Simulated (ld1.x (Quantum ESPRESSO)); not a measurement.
# Sn: ultrasoft pseudisation with PBEsol, scalar-relativistic reference atom.

```json
{
 "Element": "tin (Sn)",
 "Generator": "ld1.x (Quantum ESPRESSO) 7.5",
 "Type": "ultrasoft",
 "Functional": "PBEsol",
 "Relativity": "scalar-relativistic",
 "Frozen core": "[Ar] 3d10 4s2",
 "Valence charge": "20",
 "Reference configuration": "4p6 4d10 5s2 5p1 (charge +1)",
 "Partial waves": "5s (bound): rcut 1.95, rcutus 2.35 bohr; 5s channel at 1.2 Ry: rcut 1.95, rcutus 2.35 bohr; 4p (bound): rcut 1.15, rcutus 1.25 bohr; 5p (bound): rcut 1.15, rcutus 1.25 bohr; 4d (bound): rcut 1.35, rcutus 1.85 bohr; 4d channel at -1.8 Ry: rcut 1.35, rcutus 1.85 bohr; 4f channel at 0.4 Ry: rc 1.85 bohr",
 "Local potential": "the f channel",
 "Core correction": "Bessel-smoothed model core, default radius (core density twice the valence density)",
 "Augmentation charge": "PSQ, inside the norm-conserving radii"
}
```

Problem. Does the generator finish with these settings?

Solution. No. ld1.x (Quantum ESPRESSO) 7.5 stopped with "chargeps: negative rho": the spherical valence density built from the smooth waves and the augmentation charge turned negative at some radius.
